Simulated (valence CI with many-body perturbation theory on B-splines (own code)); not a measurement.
# Ho³⁶⁺: electric-dipole lines

Method: valence CI with perturbative core correlation (CI+MBPT): three valence electrons over a frozen Dirac-Fock core [Ar] 3d10, a basis of 11 s, 11 p, 10 d, 8 f, 5 g, 2 h functions for each j, with the one-electron correlation potential Σ1, the two-electron term Σ2, the three-electron term Σ3, Breit, model QED; selected CI, second order for the rest, scaled by the run's own slope (own B-spline code, finite nucleus).

The last digits are not significant, and no measured levels were compared; by estimate large intervals hold to a few tenths of a per cent, small ones and those within an open d or f shell to about a per cent.

Lines 101 to 150 of 532 in falling wavelength, among levels below 625.32 eV, chosen from the strongest by gf and those to the six lowest levels. Wavelengths and rates use the calculated energies. Electric multipoles are in the length gauge, E1 and E2 with the static RPA response of the core. Weak lines are less certain than strong ones. Lines between different terms over intervals too small for the method are left out, as are lines whose strength nearly cancels. Where a level lies close to another of its J and parity, the split of strength between their lines is uncertain. The highest levels of a list are the least certain.

Levels are named by their leading jj configuration (3d3/2^4 stands for four electrons in 3d with j = 3/2), which in mixed levels can hold well under half, so a name can repeat and another be missing. Letters in brackets count levels of one name in rising energy.

| λ vac (Å) | Upper | Lower | A (s⁻¹) | S (a.u.) with core polarisation | S without |
| --- | --- | --- | --- | --- | --- |
| 86.87 | (4p3/2 4d3/2 4d5/2) J=5/2 [c] | (4s 4d3/2 4d5/2) J=7/2 [b] | 1.57e+11 | 3.05e-01 | 3.26e-01 |
| 86.81 | (4p3/2 4d3/2 4d5/2) J=7/2 [c] | (4p3/2^2 4d5/2) J=7/2 | 4.84e+10 | 1.25e-01 | 1.33e-01 |
| 86.75 | (4p1/2 4p3/2 4f5/2) J=7/2 | (4s 4p1/2 4f5/2) J=5/2 [a] | 3.75e+10 | 9.66e-02 | 1.03e-01 |
| 86.72 | (4p1/2 4p3/2 4f7/2) J=7/2 [c] | (4s 4p1/2 4f7/2) J=7/2 [b] | 3.56e+10 | 9.16e-02 | 9.75e-02 |
| 86.72 | (4p3/2 4d3/2 4d5/2) J=5/2 [c] | (4p3/2^2 4d3/2) J=3/2 [b] | 5.39e+10 | 1.04e-01 | 1.11e-01 |
| 86.70 | (4p3/2 4d5/2^2) J=9/2 | (4p3/2^2 4d5/2) J=9/2 [b] | 6.39e+10 | 2.05e-01 | 2.19e-01 |
| 86.68 | (4p1/2 4d3/2 4d5/2) J=9/2 | (4p1/2 4p3/2 4d3/2) J=7/2 | 6.73e+10 | 2.16e-01 | 2.30e-01 |
| 86.65 | (4s 4d5/2 4f7/2) J=9/2 [a] | (4s 4p3/2 4f7/2) J=11/2 | 5.41e+10 | 1.74e-01 | 1.85e-01 |
| 86.60 | (4p1/2 4p3/2^2) J=1/2 | (4s 4p1/2 4p3/2) J=3/2 [b] | 2.38e+11 | 1.52e-01 | 1.63e-01 |
| 86.55 | (4p3/2 4d3/2 4d5/2) J=5/2 [b] | (4p3/2^2 4d3/2) J=7/2 | 7.54e+10 | 1.45e-01 | 1.54e-01 |
| 86.54 | (4p1/2 4d5/2^2) J=9/2 | (4p1/2 4p3/2 4d5/2) J=9/2 | 9.03e+10 | 2.89e-01 | 3.06e-01 |
| 86.50 | (4s 4p3/2 4d5/2) J=5/2 [b] | (4s 4p3/2^2) J=3/2 | 5.37e+10 | 1.03e-01 | 1.09e-01 |
| 86.49 | (4p3/2^2 4f5/2) J=5/2 | (4s 4p3/2 4f5/2) J=3/2 | 1.26e+11 | 2.41e-01 | 2.56e-01 |
| 86.49 | (4p1/2 4p3/2 4f7/2) J=5/2 [a] | (4s 4p1/2 4f5/2) J=7/2 | 4.68e+10 | 8.96e-02 | 9.57e-02 |
| 86.47 | (4p3/2 4d3/2 4d5/2) J=3/2 [c] | (4p3/2^2 4d3/2) J=3/2 [b] | 1.19e+11 | 1.52e-01 | 1.61e-01 |
| 86.43 | (4s 4p3/2 4d5/2) J=5/2 [b] | (4s^2 4d5/2) J=5/2 | 8.16e+10 | 1.56e-01 | 1.67e-01 |
| 86.41 | (4s 4p1/2 4p3/2) J=3/2 [b] | (4s^2 4p1/2) J=1/2 | 1.66e+11 | 2.11e-01 | 2.25e-01 |
| 86.40 | (4p1/2 4p3/2 4f5/2) J=3/2 [b] | (4s 4p1/2 4f5/2) J=3/2 | 8.47e+10 | 1.08e-01 | 1.15e-01 |
| 86.37 | (4p1/2 4p3/2 4d5/2) J=5/2 [b] | (4s 4p1/2 4d5/2) J=5/2 [b] | 1.61e+11 | 3.06e-01 | 3.26e-01 |
| 86.25 | (4s 4p3/2 4f7/2) J=3/2 | (4s 4p3/2 4d5/2) J=5/2 [b] | 7.10e+10 | 9.00e-02 | 9.60e-02 |
| 86.25 | (4s 4p3/2 4d5/2) J=3/2 [a] | (4s 4p3/2^2) J=5/2 | 1.56e+11 | 1.98e-01 | 2.11e-01 |
| 86.24 | (4p3/2^2 4d5/2) J=5/2 [a] | (4s 4p3/2 4d5/2) J=7/2 [b] | 1.01e+11 | 1.92e-01 | 2.05e-01 |
| 86.23 | (4p1/2 4p3/2 4f7/2) J=7/2 [a] | (4s 4p1/2 4f5/2) J=7/2 | 5.85e+10 | 1.48e-01 | 1.58e-01 |
| 86.17 | (4s 4d5/2 4f5/2) J=7/2 | (4s 4p3/2 4f7/2) J=5/2 [a] | 4.57e+10 | 1.15e-01 | 1.23e-01 |
| 86.16 | (4p1/2 4p3/2 4f5/2) J=5/2 [a] | (4s 4p1/2 4f5/2) J=5/2 [a] | 6.89e+10 | 1.31e-01 | 1.39e-01 |
| 86.11 | (4s 4d5/2 4f7/2) J=9/2 [b] | (4s 4p3/2 4f5/2) J=9/2 | 5.45e+10 | 1.72e-01 | 1.83e-01 |
| 86.09 | (4s 4p3/2 4f7/2) J=5/2 [b] | (4s^2 4f7/2) J=7/2 | 2.60e+11 | 4.92e-01 | 5.24e-01 |
| 86.02 | (4p1/2 4d5/2^2) J=1/2 | (4p1/2 4p3/2 4d5/2) J=3/2 [b] | 3.15e+11 | 1.98e-01 | 2.10e-01 |
| 85.97 | (4p3/2 4d3/2^2) J=1/2 | (4s 4d3/2^2) J=3/2 | 1.76e+11 | 1.10e-01 | 1.18e-01 |
| 85.96 | (4p3/2 4d3/2 4d5/2) J=1/2 [a] | (4p3/2^2 4d3/2) J=3/2 [a] | 1.58e+11 | 9.90e-02 | 1.05e-01 |
| 85.93 | (4p1/2 4p3/2 4f5/2) J=1/2 | (4s 4p1/2 4f5/2) J=3/2 | 1.39e+11 | 8.70e-02 | 9.28e-02 |
| 85.93 | (4p1/2 4d3/2 4d5/2) J=3/2 [b] | (4p1/2 4p3/2 4d3/2) J=3/2 [b] | 8.64e+10 | 1.08e-01 | 1.15e-01 |
| 85.87 | (4p3/2^2 4f5/2) J=7/2 | (4s 4p3/2 4f5/2) J=7/2 [a] | 4.52e+10 | 1.13e-01 | 1.20e-01 |
| 85.83 | (4s 4d3/2 4f5/2) J=3/2 [b] | (4p3/2^2 4d3/2) J=3/2 [b] | 8.02e+10 | 1.00e-01 | 1.07e-01 |
| 85.83 | (4s 4d3/2 4f7/2) J=9/2 [b] | (4s 4d3/2 4d5/2) J=7/2 [a] | 3.41e+10 | 1.06e-01 | 1.13e-01 |
| 85.82 | (4p1/2 4p3/2 4d5/2) J=3/2 [b] | (4p1/2 4p3/2^2) J=1/2 | 1.63e+11 | 2.04e-01 | 2.16e-01 |
| 85.76 | (4p1/2 4d3/2 4d5/2) J=5/2 [a] | (4p1/2 4p3/2 4d3/2) J=5/2 [a] | 1.04e+11 | 1.94e-01 | 2.06e-01 |
| 85.71 | (4p1/2^2 4p3/2) J=3/2 | (4s 4p1/2^2) J=1/2 | 1.06e+11 | 1.32e-01 | 1.41e-01 |
| 85.67 | (4s 4d3/2 4f7/2) J=9/2 [a] | (4p3/2^2 4d5/2) J=9/2 [a] | 4.73e+10 | 1.47e-01 | 1.56e-01 |
| 85.65 | (4p3/2^2 4f5/2) J=7/2 | (4s 4d3/2 4d5/2) J=5/2 [c] | 1.15e+11 | 2.86e-01 | 3.04e-01 |
| 85.61 | (4s 4p1/2 4d5/2) J=5/2 [b] | (4s 4p1/2 4p3/2) J=5/2 | 1.48e+11 | 2.75e-01 | 2.93e-01 |
| 85.61 | (4p1/2 4p3/2 4f5/2) J=3/2 [a] | (4p1/2 4p3/2 4d5/2) J=5/2 [a] | 1.11e+11 | 1.38e-01 | 1.47e-01 |
| 85.59 | (4p1/2 4p3/2 4f5/2) J=9/2 | (4p1/2 4p3/2 4d5/2) J=7/2 [b] | 4.63e+10 | 1.43e-01 | 1.51e-01 |
| 85.58 | (4s 4p1/2 4d5/2) J=7/2 | (4s 4p1/2 4p3/2) J=5/2 | 1.36e+11 | 3.36e-01 | 3.57e-01 |
| 85.57 | (4s 4d5/2 4f7/2) J=9/2 [b] | (4s 4p3/2 4f5/2) J=7/2 [a] | 1.55e+11 | 4.81e-01 | 5.10e-01 |
| 85.53 | (4p3/2 4d3/2 4d5/2) J=3/2 [a] | (4s 4d3/2 4d5/2) J=5/2 [a] | 1.10e+11 | 1.36e-01 | 1.45e-01 |
| 85.53 | (4p3/2 4d3/2 4d5/2) J=7/2 [b] | (4p3/2^2 4d3/2) J=7/2 | 6.18e+10 | 1.53e-01 | 1.63e-01 |
| 85.51 | (4p1/2 4p3/2 4d5/2) J=3/2 [a] | (4s 4p1/2 4d5/2) J=3/2 [a] | 1.99e+11 | 2.45e-01 | 2.61e-01 |
| 85.47 | (4p1/2 4d3/2 4d5/2) J=3/2 [a] | (4p1/2 4p3/2 4d3/2) J=3/2 [a] | 1.04e+11 | 1.28e-01 | 1.36e-01 |
| 85.46 | (4s 4p1/2 4d3/2) J=3/2 [b] | (4s 4p1/2 4p3/2) J=3/2 [a] | 3.51e+10 | 4.32e-02 | 4.63e-02 |
